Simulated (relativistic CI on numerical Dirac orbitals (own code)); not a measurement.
**What each ingredient does to the levels of La56+**

Base calculation: Dirac-Coulomb-Breit CI, KLI orbitals optimised for each configuration, QED by a radiative potential.

Configuration list: 1s, 2s, 2p, 3s, 3p, 3d, 4s, 4p, 4d, 4f, 5s, 5p, 5d, 5f, 5g, 6s, 6p, 6d. Levels of other configurations are missing.

The lowest level and the first level of each name with at least 55 % of one term (blank where a level has no safe partner in the second run):

```csv
Level,Base (eV),Shift (eV)
1s 2S_1/2,0.0,0.0
2p 2P°_1/2,34536.4,+51.8
2s 2S_1/2,34545.2,+43.7
2p 2P°_3/2,35073.6,+51.0
3p 2P°_1/2,41102.3,+52.2
3s 2S_1/2,41104.9,+49.7
3d 2D_3/2,41261.6,+52.3
3p 2P°_3/2,41262.0,+51.9
3d 2D_5/2,41310.4,+52.2
4p 2P°_1/2,43377.8,+52.2
4s 2S_1/2,43378.9,+51.2
4d 2D_3/2,43444.7,+52.3
4p 2P°_3/2,43444.9,+52.1
4f 2F°_5/2,43465.3,+52.3
```

Q: One thing was changed in a second run, which moved the levels as shown. Which?
A. QED terms removed
B. Breit term removed
C. non-relativistic limit
D. configuration mixing switched off

A: A. QED terms removed. QED shifts follow the density of s (and p1/2) electrons at the nucleus, so configurations move by their count of such electrons; where none moves, the smaller shifts of p3/2 electrons and of j = l + 1/2 against j = l − 1/2 set the pattern.
